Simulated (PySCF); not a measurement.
Exact mass, isotope pattern and composition

Species: `[H]/N=C\[C@H](C)[Si@](C)(O)[SiH2]N`.

Calculated for natural abundance.

Problem. What are the average molar mass and the monoisotopic mass?

Solution. For C4H14N2OSi2, with standard atomic weights, 4 × 12.011 + 2 × 14.007 + 2 × 28.085 + 1 × 15.999 + 14 × 1.008 = 162.339 g/mol. From the most abundant isotopes (12C, 14N, 28Si, 16O, 1H), 4 × 12.000000 + 2 × 14.003074 + 2 × 27.976927 + 1 × 15.994915 + 14 × 1.007825 = 162.0645 u.

Problem. Work out the cluster of the molecular ion M+•, one line a nominal mass.

Solution. 
| nominal mass | m/z (centroid) | relative intensity |
| --- | --- | --- |
| 162 | 162.0639 | 100.0 |
| 163 | 163.0645 | 15.4 |
| 164 | 164.0615 | 7.8 |
| 165 | 165.0623 | 0.8 |
| 166 | 166.0595 | 0.2 |

Lines under 0.1 % of the tallest are left out. One electron mass, 0.00055 u, is taken off.

Problem. Which m/z would the protonated, sodiated and deprotonated molecule have?

Solution. [M+H]+ 163.0717, [M+Na]+ 185.0537, [M−H]− 161.0572, for the monoisotopic species (arithmetic only; whether such ions form is another matter).

Problem. Resolve the fine structure: one atom at a time replaced by a minor isotope.

Solution. Intensity in % of the monoisotopic species:

| isotope | mass shift (u) | m/z | intensity (%) |
| --- | --- | --- | --- |
| 15N | +0.99703 | 163.0610 | 0.74 |
| 29Si | +0.99957 | 163.0635 | 10.16 |
| 13C | +1.00335 | 163.0673 | 4.33 |
| 17O | +1.00422 | 163.0681 | 0.04 |
| 2H | +1.00628 | 163.0702 | 0.16 |
| 30Si | +1.99684 | 164.0608 | 6.69 |
| 18O | +2.00425 | 164.0682 | 0.21 |

Species under 0.02 % are left out.

Problem. Double-bond equivalents and nitrogen rule?

Solution. (2 × 6 + 2 + 2 − 14)/2 = 1; the structure has 0 rings and 1 π bond. The nominal mass 162 is even, with 2 nitrogens, as the rule says.

Problem. What is the composition by mass?

Solution. C 29.59 %, N 17.26 %, Si 34.60 %, O 9.86 %, H 8.69 %.

Problem. What resolving power m/Δm just matches the spacing of the species with one 29Si and with one 13C?

Solution. They lie 0.00379 u apart at mass 163.06, so m/Δm is about 43000.
